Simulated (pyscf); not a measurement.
H₃C–O–CrH(=O)=O, singlet

Gas-phase minimum from PySCF at ωB97X-D3(BJ)/def2-SVP, one conformer. H₃C–O–CrH(=O)=O lies 18.1 kcal/mol over its isomer H₃C–Cr(=O)(=O)–OH (electronic energy, ωB97M-D3(BJ)/def2-TZVP). 

SMILES: [CrH](=[O])([O]C)=[O]
```xyz
9

C     -0.4261     0.4515     0.4727
O      0.2860    -0.2262     1.4885
Cr     1.7931    -1.0047     1.4909
O      1.9344    -2.1883     2.4524
O      2.4245    -1.2754     0.1217
H      0.1563     0.5049    -0.4614
H     -0.6491     1.4706     0.8255
H     -1.3754    -0.0761     0.2899
H      2.8069    -0.0036     2.0777
```

Bond lengths (Å): C1–O2 1.414, C1–H6 1.102, C1–H7 1.101, C1–H8 1.101, O2–Cr3 1.696, Cr3–O4 1.531, Cr3–O5 1.532, Cr3–H9 1.541. Angles (°): O2–C1–H6 111.5, O2–C1–H7 108.4, O2–C1–H8 108.9, H6–C1–H7 109.5, H6–C1–H8 109.8, H7–C1–H8 108.8, C1–O2–Cr3 132.0, O2–Cr3–O4 115.9, O2–Cr3–O5 116.5, O2–Cr3–H9 106.7, O4–Cr3–O5 112.7, O4–Cr3–H9 101.7, O5–Cr3–H9 100.6.

Properties at ωB97X-D3(BJ)/def2-SVP:

Harmonic wavenumbers, unscaled: 105, 115, 136, 291, 318, 399, 656, 717, 761, 1158, 1169, 1191, 1193, 1201, 1464, 1470, 1478, 2053, 3058, 3166, 3171 cm⁻¹
Zero-point energy: 36.1 kcal/mol
Rotational symmetry number: 1
Entropy of this conformer at 298 K and 1 atm, rigid rotor and harmonic oscillator, modes under 100 cm⁻¹ raised to 100: 337.7 J/(mol K)
Dipole moment: 3.47 D

Single-point totals, which compare only within one level:

```json
[
 {"level": "ωB97X-D3(BJ)/def2-TZVP", "total energy (hartree)": "-1310.77732"},
 {"level": "PBE/def2-TZVP", "total energy (hartree)": "-1310.34036"},
 {"level": "r²SCAN/def2-TZVP", "total energy (hartree)": "-1310.67218"},
 {"level": "B3LYP-D3(BJ)/def2-TZVP", "total energy (hartree)": "-1310.82349"},
 {"level": "PBE0-D3(BJ)/def2-TZVP", "total energy (hartree)": "-1310.26819"},
 {"level": "M06-2X/def2-TZVP", "total energy (hartree)": "-1310.53196"},
 {"level": "ωB97M-D3(BJ)/def2-TZVP", "total energy (hartree)": "-1310.83755"}
]
```

Soft torsions are taken as harmonic, which can shift the entropy by several J/(mol K).
